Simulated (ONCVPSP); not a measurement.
## Transferability test, ONCV potential for P

| Item | Value |
| --- | --- |
| Element | P |
| Generator | ONCVPSP 4.0.1 |
| Type | optimised norm-conserving Vanderbilt (ONCV) |
| Functional | PBEsol |
| Relativity | scalar-relativistic |
| Frozen core | [Ne] |
| Valence charge | 5 |
| Reference configuration | 3s2 3p3 |
| Partial waves | 3s: rc 1.35 bohr, ncon 4, nbas 8, qcut 6.2 1/bohr, 2 projectors, debl 0.6 Ha; 3p: rc 1.60 bohr, ncon 3, nbas 7, qcut 5.9 1/bohr, 2 projectors, debl 1.9 Ha; d scattering state at 0.05 Ha: rc 1.40 bohr, ncon 4, nbas 7, qcut 7.5 1/bohr, 3 projectors, debl 3.2 Ha |
| Local potential | polynomial inside 0.90 bohr (lpopt 5, dvloc0 0 Ha) |
| Core correction | Teter function, fcfact 4.25, rcfact 1.1 |

Energies are relative to the spin-unpolarised reference configuration 3s2 3p3; without spin polarisation the order of configurations can differ from experiment.

```tsv
valence configuration	charge	ΔE all-electron (eV)	error AE − PS (meV)
3s2 3p0	+3	58.516	+33
3s1 3p0	+4	110.429	+137
```

Question: What are ΔE and the potential's error for 3s2 3p2?

Answer: ΔE = 9.698 eV all-electron; the error (AE − PS) is 0.0 meV.

Question: What are ΔE and the potential's error for 3s2 3p1?

Answer: ΔE = 28.810 eV all-electron; the error (AE − PS) is +6.0 meV.

Levels in the configuration 3s2 3p2:

```tsv
level	all-electron (eV)	pseudo (eV)
3s	-23.228	-23.225
3p	-14.181	-14.178
```

Note: ghosts flagged at negative energy: s at -151.0 eV, d at -3218.1 eV; GHOST(+) flags only above 600 eV. A true bound ghost makes a file unfit for plane-wave use.
